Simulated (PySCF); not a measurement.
# Core-level binding energies of `BCBN[SiH3]`

CH9B2NSi.
Bonds: B1–C2, C2–B3, B3–N4, N4–Si5. Hydrogens: H6, H7 on B1; H8, H9 on C2; H10 on B3; H11 on N4; H12, H13, H14 on Si5.

Method: delta-SCF UKS SCAN, pcX-2 on the ionised atom, pcseg-1 elsewhere, spin-free X2C (PySCF 2.14.0). Each binding energy is the total energy of the core-ionised species, with the hole localised on one atom, minus that of the ground state; both are solved self-consistently, so orbital relaxation is included.

**Question.** List the computed XPS lines with their assignment.

**Answer.** 
```tsv
atom(s)	bonded to	level	binding energy (eV)	2p1/2 (eV)	above the level's lowest (eV)	count
B1	C and 2 H	B 1s	195.65	–	0.00	1
C2	2 H and 2 B	C 1s	289.70	–	0.00	1
B3	N, C and H	B 1s	195.77	–	+0.12	1
N4	H, B and Si	N 1s	404.79	–	0.00	1
Si5	N and 3 H	Si 2p3/2	107.36	107.98	0.00	1
Si5	N and 3 H	Si 1s	1847.21	–	0.00	1
```

The 2 B 1s values lie within 0.12 eV of each other; Gaussian lines of 0.5 eV full width would blend them into one maximum.

**Question.** Which effective nuclear charge Zeff reproduces each element's mean 1s value in the hydrogen-like formula E = 13.606 eV × Zeff²?

**Answer.** B (Z = 5): mean 195.7 eV, Zeff = 3.79, Z − Zeff = 1.21; C (Z = 6): mean 289.7 eV, Zeff = 4.61, Z − Zeff = 1.39; N (Z = 7): mean 404.8 eV, Zeff = 5.45, Z − Zeff = 1.55; Si (Z = 14): mean 1847.2 eV, Zeff = 11.65, Z − Zeff = 2.35. Means run over the listed sites, weighted by atom count.

Spin contamination (⟨S²⟩ against 0.75 for a pure doublet) is marked for B 1s of B1 (0.93), which makes this value less certain. For 2p shells one spin-free hole was relaxed; a mean-field spin–orbit operator and the ground-state splitting of the three 2p orbitals were then diagonalised within the shell. The shell's mean is (2 × 2p3/2 + 2p1/2)/3, and the degeneracies 2j + 1 give areas of 2:1. 2p1/2 minus 2p3/2 (ligand field included): Si 0.62 eV. Isolated species at its PBE0-D3(BJ)/def2-SVP geometry (one conformer only).

The values belong to the conformer `[BH2:1][CH2:2][BH:3][NH:4][SiH3:5]`: B1–C2–B3–N4 -81°, C2–B3–N4–Si5 179°.
